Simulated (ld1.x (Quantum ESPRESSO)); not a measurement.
# Logarithmic derivatives: tungsten (W), PAW

W, PAW, made with ld1.x (Quantum ESPRESSO) 7.5 (PBEsol, scalar-relativistic). Core [Kr] 4d10 4f14 5s2, reference 5p6 5d4 6s1 6p0 (charge +1). Waves: 6s (bound): rcut 2.32, rcutus 2.52 bohr; 6s channel at 1.25 Ry: rcut 2.32, rcutus 2.52 bohr; 5p (bound): rcut 1.76, rcutus 1.90 bohr; 6p (bound, empty): rcut 1.76, rcutus 1.90 bohr; 5d (bound): rcut 2.52, rcutus 2.84 bohr; 5d channel at 3.65 Ry: rcut 2.52, rcutus 2.84 bohr. Local part: all-electron potential smoothed inside 2.52 bohr (lloc = -1). Core correction: a·sin(br)/r model core, default radius (core density twice the valence density). Augmentation charge: BESSEL, radius 1.38 bohr.

The phase is arctan(r·u′/u) with u = r·R(r), unwrapped; energies in Ry, scanned from -6 to 5 Ry. A pole is an energy at which the radial function vanishes at the test radius. The pseudo phase is shifted by a multiple of π to meet the all-electron one at the reference energy, and phase errors are pseudo minus all-electron; the curves can meet again beyond the range given. Levels narrower than the energy grid can be missing from the lists of poles.

For each channel, where are the poles, and over which energies does the pseudopotential scatter like the atom?

```json
{"channel": "s", "radius (bohr)": "3.09", "reference energy (Ry)": "-0.90", "poles, all-electron": "0.35", "poles, pseudo": "0.35", "unbroken range about the reference energy with phases within 0.05 rad": "below 2.1", "phase error 1 Ry above the reference energy (rad)": "-0.000"}
{"channel": "p", "radius (bohr)": "3.09", "reference energy (Ry)": "-0.50", "poles, all-electron": "-3.71, 1.60", "poles, pseudo": "-3.71, 1.59", "unbroken range about the reference energy with phases within 0.05 rad": "below 4.3", "phase error 1 Ry above the reference energy (rad)": "-0.000"}
{"channel": "d", "radius (bohr)": "3.09", "reference energy (Ry)": "-0.87", "poles, all-electron": "-0.58, 3.83", "poles, pseudo": "-0.59, 3.83", "unbroken range about the reference energy with phases within 0.05 rad": "below 1.0", "phase error 1 Ry above the reference energy (rad)": "-0.007"}
```

Phases in the d channel:

```csv
E (Ry),all-electron,pseudo
-6.00,1.432,1.431
-5.74,1.428,1.428
-5.48,1.424,1.424
-5.22,1.420,1.420
-4.96,1.416,1.415
-4.70,1.411,1.410
-4.44,1.405,1.405
-4.18,1.399,1.399
-3.92,1.392,1.392
-3.66,1.385,1.384
-3.40,1.376,1.375
-3.14,1.365,1.364
-2.88,1.353,1.352
-2.62,1.338,1.336
-2.36,1.318,1.317
-2.10,1.292,1.290
-1.84,1.253,1.251
-1.58,1.187,1.185
-1.32,1.038,1.034
-1.06,0.335,0.328
-0.80,-1.297,-1.297
-0.54,-1.601,-1.603
-0.28,-1.714,-1.718
-0.02,-1.794,-1.799
0.24,-1.873,-1.881
0.50,-1.974,-1.988
0.76,-2.135,-2.158
1.02,-2.442,-2.489
1.28,-3.072,-3.148
1.54,-3.803,-3.849
1.80,-4.193,-4.211
2.06,-4.382,-4.390
2.32,-4.488,-4.491
2.58,-4.556,-4.557
2.84,-4.604,-4.604
3.10,-4.640,-4.641
3.36,-4.670,-4.670
3.62,-4.694,-4.694
3.88,-4.717,-4.717
4.14,-4.737,-4.737
4.40,-4.757,-4.758
4.66,-4.777,-4.778
4.92,-4.799,-4.800
```
